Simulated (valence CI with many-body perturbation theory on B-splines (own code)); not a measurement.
**Eu⁵⁸⁺: calculated level list**

Calculated by relativistic CI+MBPT: three valence electrons over a frozen Dirac-Fock core [He], radial functions for each j: 11 s, 11 p, 10 d, 8 f, 5 g, 2 h, with the one-electron correlation potential Σ1, the two-electron term Σ2, the three-electron term Σ3, Breit, model QED; selected CI, second order for the rest, scaled by the run's own slope (own B-spline code, finite nucleus).

No measured spectrum was set against this ion. As an estimate, large intervals hold to a few tenths of a per cent, small ones and those within an open d or f shell to about a per cent.

Levels 46 to 90 of 165, with energies above the lowest level, (2s^2 2p1/2) J=1/2. "Leading %" is the weight of the configuration and term that name the level; weights of strongly mixed levels are sums over their largest components and can fall short. In the jj column 3d3/2^4 stands for four electrons in 3d with j = 3/2. Lifetimes count E1, E2, E3, M1 and M2 decay at the calculated energies, and are blank where another channel may lead or the interval is too uncertain; long ones can be off by a factor of two.

| No. | Configuration | Term | J | E (eV) | Leading % | Leading jj | Second component | Lifetime |
| --- | --- | --- | --- | --- | --- | --- | --- | --- |
| 46 | 2s 2p 3p | 4P | 3/2 | 8261.1 | 46 | 2s 2p3/2 3p1/2 (100 %) | 26 % 2s 2p 3p 4S | 11.9 fs |
| 47 | 2s 2p 3p | 2D | 5/2 | 8263.4 | 43 | 2s 2p3/2 3p1/2 (100 %) | 36 % 2s 2p 3p 4D | 4.69 fs |
| 48 | 2s 2p 3s | 2P° | 1/2 | 8265.4 | 91 | 2s 2p3/2 3s (99 %) | 9 % 2s 2p 3s 4P° | 5.63 fs |
| 49 | 2s 2p 3s | 2P° | 3/2 | 8270.2 | 83 | 2s 2p3/2 3s (99 %) | 16 % 2s 2p 3s 4P° | 11.6 fs |
| 50 | 2s 2p 3p | 2P | 1/2 | 8335.4 | 50 | 2s 2p3/2 3p1/2 (98 %) | 22 % 2s 2p 3p 2S | 4.87 fs |
| 51 | 2s 2p 3p | 2D | 3/2 | 8336.9 | 62 | 2s 2p3/2 3p1/2 (98 %) | 21 % 2s 2p 3p 2P | 6.94 fs |
| 52 | 2p2 3s | 4P | 3/2 | 8408.3 | 81 | 2p1/2 2p3/2 3s (95 %) | 14 % 2p2 3s 2P | 12.4 fs |
| 53 | 2p2 3s | 2P | 1/2 | 8415.5 | 62 | 2p1/2 2p3/2 3s (92 %) | 30 % 2p2 3s 4P | 6.51 fs |
| 54 | 2p2 3s | 2D | 5/2 | 8423.4 | 59 | 2p1/2 2p3/2 3s (92 %) | 33 % 2p2 3s 4P | 10.8 fs |
| 55 | 2p2 3s | 2D | 3/2 | 8431.3 | 58 | 2p1/2 2p3/2 3s (91 %) | 26 % 2p2 3s 2P | 7.00 fs |
| 56 | 2s 2p 3p | 4D | 7/2 | 8452.8 | 100 | 2s 2p3/2 3p3/2 (100 %) |  | 669 fs |
| 57 | 2p2 3p | 4P° | 1/2 | 8460.8 | 47 | 2p1/2 2p3/2 3p1/2 (96 %) | 27 % 2p2 3p 4D° | 1.96 fs |
| 58 | 2p2 3p | 4D° | 3/2 | 8466.3 | 53 | 2p1/2 2p3/2 3p1/2 (95 %) | 22 % 2p2 3p 2D° | 1.85 fs |
| 59 | 2s 2p 3p | 2P | 3/2 | 8466.4 | 50 | 2s 2p3/2 3p3/2 (88 %) | 29 % 2s 2p 3p 4S | 5.34 fs |
| 60 | 2p2 3p | 2F° | 5/2 | 8478.7 | 46 | 2p1/2 2p3/2 3p1/2 (94 %) | 29 % 2p2 3p 2D° | 1.79 fs |
| 61 | 2s 2p 3p | 4P | 5/2 | 8481.3 | 51 | 2s 2p3/2 3p3/2 (94 %) | 41 % 2s 2p 3p 2D | 5.72 fs |
| 62 | 2s 2p 3p | 2S | 1/2 | 8486.3 | 47 | 2s 2p3/2 3p3/2 (92 %) | 35 % 2s 2p 3p 2P | 2.84 fs |
| 63 | 2s 2p 3d | 4D° | 5/2 | 8515.2 | 44 | 2s 2p3/2 3d3/2 (94 %) | 20 % 2s 2p 3d 2D° | 1.44 fs |
| 64 | 2p2 3p | 2P° | 3/2 | 8515.8 | 36 | 2p1/2 2p3/2 3p1/2 (85 %) | 20 % 2p2 3p 2D° | 2.28 fs |
| 65 | 2s 2p 3d | 4F° | 7/2 | 8520.1 | 48 | 2s 2p3/2 3d3/2 (93 %) | 31 % 2s 2p 3d 2F° | 1.32 fs |
| 66 | 2s 2p 3d | 4P° | 3/2 | 8520.9 | 35 | 2s 2p3/2 3d3/2 (81 %) | 34 % 2s 2p 3d 4D° | 1.52 fs |
| 67 | 2s 2p 3d | 4P° | 1/2 | 8523.3 | 81 | 2s 2p3/2 3d3/2 (96 %) | 14 % 2s 2p 3d 4D° | 1.50 fs |
| 68 | 2s 2p 3p | 2D | 5/2 | 8536.1 | 74 | 2s 2p3/2 3p3/2 (98 %) | 14 % 2s 2p 3p 4D | 6.50 fs |
| 69 | 2s 2p 3p | 2P | 3/2 | 8550.9 | 58 | 2s 2p3/2 3p3/2 (98 %) | 28 % 2s 2p 3p 2D | 6.97 fs |
| 70 | 2s 2p 3p | 2S | 1/2 | 8553.9 | 61 | 2s 2p3/2 3p3/2 (99 %) | 20 % 2s 2p 3p 2P | 125 fs |
| 71 | 2s 2p 3d | 4F° | 9/2 | 8555.4 | 100 | 2s 2p3/2 3d5/2 (100 %) |  | 20.5 ps |
| 72 | 2s 2p 3d | 2D° | 3/2 | 8574.5 | 53 | 2s 2p3/2 3d5/2 (58 %) | 27 % 2s 2p 3d 4P° | 1.66 fs |
| 73 | 2s 2p 3d | 2D° | 5/2 | 8576.4 | 46 | 2s 2p3/2 3d5/2 (98 %) | 32 % 2s 2p 3d 4P° | 1.51 fs |
| 74 | 2s 2p 3d | 2F° | 7/2 | 8585.0 | 54 | 2s 2p3/2 3d5/2 (92 %) | 43 % 2s 2p 3d 4D° | 861 as |
| 75 | 2s 2p 3d | 2F° | 5/2 | 8594.2 | 69 | 2s 2p3/2 3d3/2 (97 %) | 14 % 2s 2p 3d 4F° | 1.23 fs |
| 76 | 2s 2p 3d | 2P° | 1/2 | 8596.7 | 60 | 2s 2p3/2 3d3/2 (58 %) | 30 % 2s 2p 3d 4D° | 922 as |
| 77 | 2s 2p 3d | 2D° | 3/2 | 8604.5 | 53 | 2s 2p3/2 3d3/2 (58 %) | 42 % 2s 2p 3d 2P° | 1.02 fs |
| 78 | 2s 2p 3d | 2P° | 1/2 | 8609.1 | 98 | 2s 2p3/2 3d5/2 (58 %) |  | 1.44 fs |
| 79 | 2s 2p 3d | 2F° | 7/2 | 8640.4 | 73 | 2s 2p3/2 3d5/2 (96 %) | 12 % 2s 2p 3d 4D° | 3.47 fs |
| 80 | 2s 2p 3d | 2D° | 5/2 | 8655.2 | 61 | 2s 2p3/2 3d5/2 (95 %) | 23 % 2s 2p 3d 2F° | 864 as |
| 81 | 2s 2p 3d | 2P° | 3/2 | 8658.0 | 74 | 2s 2p3/2 3d5/2 (98 %) | 8 % 2s 2p 3d 4D° | 1.22 fs |
| 82 | 2p2 3p | 4D° | 5/2 | 8674.3 | 50 | 2p1/2 2p3/2 3p3/2 (97 %) | 34 % 2p2 3p 4P° | 3.75 fs |
| 83 | 2p2 3p | 2P° | 1/2 | 8679.1 | 36 | 2p1/2 2p3/2 3p3/2 (98 %) | 32 % 2p2 3p 4P° | 4.01 fs |
| 84 | 2p2 3p | 2D° | 3/2 | 8685.2 | 52 | 2p1/2 2p3/2 3p3/2 (98 %) | 22 % 2p2 3p 4P° | 3.94 fs |
| 85 | 2p2 3p | 2F° | 7/2 | 8692.2 | 61 | 2p1/2 2p3/2 3p3/2 (96 %) | 35 % 2p2 3p 4D° | 4.62 fs |
| 86 | 2p2 3p | 2P° | 3/2 | 8704.7 | 34 | 2p1/2 2p3/2 3p3/2 (100 %) | 31 % 2p2 3p 4S° | 4.00 fs |
| 87 | 2p2 3p | 2D° | 5/2 | 8715.1 | 63 | 2p1/2 2p3/2 3p3/2 (98 %) | 16 % 2p2 3p 2F° | 3.89 fs |
| 88 | 2p2 3d | 4F | 3/2 | 8723.1 | 43 | 2p1/2 2p3/2 3d3/2 (99 %) | 27 % 2p2 3d 2P | 3.87 fs |
| 89 | 2p2 3d | 4F | 5/2 | 8724.5 | 54 | 2p1/2 2p3/2 3d3/2 (99 %) | 39 % 2p2 3d 2F | 10.2 fs |
| 90 | 2p2 3d | 4D | 1/2 | 8728.0 | 80 | 2p1/2 2p3/2 3d3/2 (100 %) | 14 % 2p2 3d 2P | 7.34 fs |
